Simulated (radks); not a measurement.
Sb32+, configuration [Ar] 3d1.

All-electron calculation, Dirac Kohn-Sham, LB94 model potential, spin-unpolarised, spherical densities, finite nucleus; open shells fill j = l - 1/2 first; Fermi nuclear charge, rms radius 4.6802 fm. Program: a radial shooting solver on a logarithmic mesh with Libxc functionals.

Energy parts (Ry):
kinetic: 12205.00890
electron-nucleus: -25464.95079
Hartree: 2020.54328
(The LB94 potential has no energy functional, so no total or exchange-correlation energy is given.)

Orbitals (lengths in bohr, moments of r in powers of bohr):
orbital,occ.,eigenvalue (Ry),<r>,<r^4>
1s1/2,2,-2356.221,0.02838,3.103e-06
2s1/2,2,-459.4078,0.1209,0.0005076
2p1/2,2,-438.6616,0.1021,0.0003242
2p3/2,4,-419.7202,0.1074,0.0003813
3s1/2,2,-166.8079,0.3043,0.01637
3p1/2,2,-159.0186,0.2906,0.01464
3p3/2,4,-154.6777,0.2994,0.01632
3d3/2,1,-142.7836,0.2617,0.01072
3d5/2,0,-141.7700,0.2644,0.01108
4s1/2,0,-85.66781,0.5829,0.2008
4p1/2,0,-82.46154,0.5765,0.1983
4p3/2,0,-80.85894,0.5883,0.2144

The highest occupied level is 3d3/2 at -1942.7 eV. The density falls to 0.001 e/bohr^3 at r = 0.88 bohr.
